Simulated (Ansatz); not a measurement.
Consider the cleavage of the Si–Sb bond: `C[SiH]([AlH2])[SbH2]` + `O[SiH3]` → `C[SiH]([AlH2])O[SiH3]` + `[SbH3]`.

Computed with Ansatz on PBE0-D4/def2-TZVP structures; ΔE is electronic, products minus reactants. CCSD(T)/CBS is the MP2 limit (def2-TZVPP, def2-QZVPP) plus CCSD(T) − MP2 in def2-TZVPP, frozen cores. DFT in def2-TZVPP. B3LYP here is the variant with VWN-RPA as its local correlation; programs differ in this. Elements past krypton have def2 core potentials. For Sb outer-core shells are correlated without core-valence functions, which leaves a few kJ/mol of doubt a bond. Each species was taken in one conformer, which may not be the lowest.

```json
{"level": "B3LYP-D4", "ΔE (eV)": "-0.50"}
{"level": "MP2/def2-QZVPP", "ΔE (eV)": "-0.31"}
```

What does CCSD(T)/CBS give? (Estimate.)

Computed: -0.36 eV. The listed levels differ from it by -0.14, 0.05 eV.

Largest T1 diagnostic among the species: 0.014.

The D4 term adds +0.06 eV with B3LYP and +0.03 eV with PBE0; it sums over pairs of atoms, weighted by their polarisabilities, and B3LYP, whose exchange is more repulsive, gets the larger term. From PBE to PBE0 (25 % exact exchange), in def2-TZVPP and without D4, ΔE moves by −0.09 eV.
